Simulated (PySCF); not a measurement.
Correlation energy of B⁻ (boron, charge -1)

[He] 2s2 2p2, high-spin 3P determinant. Computed with PySCF 2.14 in aug-cc-pCVTZ-DK (7s6p4d2f, 59 functions), with scalar relativity by spin-free X2C-1e. Frozen: 1s2; 4 electrons correlated.

| level | correlation energy (mhartree) |
| --- | --- |
| CCSD | -82.74 |
| (T) | -3.70 |
| CCSD(T) | -86.44 |

Diagnostics: T1 = 0.021, D1 = 0.0375, largest double amplitude 0.104.

**Question.** Is a single reference adequate?

**Answer.** Mostly. T1 lies below 0.03, but a double amplitude of this size points to a near-degeneracy that CCSD handles and MP2 describes poorly.
